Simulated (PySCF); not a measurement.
methylcyclobutane (C₅H₁₀), SMILES CC1CCC1.

Coordinates come from a PBE0-D3(BJ)/def2-SVP optimisation.

These are PySCF with PBE0/def2-TZVP values and carry that method's errors.

Symmetry labels are those of the subgroup Cs that the program uses (full group Cs).

### Question
List the valence orbital energies around the gap with their symmetry. (The exact figures need the calculation; the answer reports its results.)

### Answer

```csv
orbital,symmetry,energy (eV)
HOMO−7,A",-11.58
HOMO−6,A',-11.41
HOMO−5,A",-10.63
HOMO−4,A',-9.96
HOMO−3,A",-9.41
HOMO−2,A',-8.71
HOMO−1,A",-8.38
HOMO,A',-8.32
LUMO,A',1.29
LUMO+1,A',1.78
LUMO+2,A',1.84
LUMO+3,A",2.36
```
